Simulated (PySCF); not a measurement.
Para-fluorobenzonitrile, C7H4FN.
Bonds: N1–C2 (triple), C2–C3, C3–C4 (aromatic), C4–C5 (aromatic), C5–C6 (aromatic), C6–F7, C6–C8 (aromatic), C8–C9 (aromatic), C3–C9 (aromatic). Hydrogens: H10 on C4; H11 on C5; H12 on C8; H13 on C9.

The closed-shell ground state was solved at several levels (PySCF, density fitting, gas phase, non-relativistic). Geometry: PBE0-D3(BJ)/def2-SVP; no solvent, vibrations or thermal averaging.

```
         level  basis functions  HOMO (eV)  LUMO (eV)  gap (eV)  dipole (D)
   B3LYP/pcJ-1              283      -7.56      -1.81      5.75        3.27
 PBE0/pcSseg-1              173      -7.80      -1.65      6.15        3.28
B97-2/pcSseg-1              173      -7.55      -1.69      5.86        3.28
```

Task: Estimate the row for PBE0/def2-SVPD, a basis of 215 functions; the other rows only guide the guess.

Result: HOMO -7.81 eV, LUMO -1.70 eV, gap 6.11 eV, dipole 3.30 D.

Task: Over all these levels, which gives the widest orbital gap and which the narrowest?

Result: PBE0/pcSseg-1 (global hybrid, 25 % exact exchange) has the widest, 6.15 eV, and B3LYP/pcJ-1 (global hybrid, 20 % exact exchange) the narrowest, 5.75 eV. Functional and basis both differ between the two, so the spread mixes both effects.

Task: How far do the dipole and the HOMO energy spread over the levels?

Result: The dipole runs from 3.27 to 3.30 D (mean 3.28 D) and the HOMO from -7.81 to -7.55 eV.
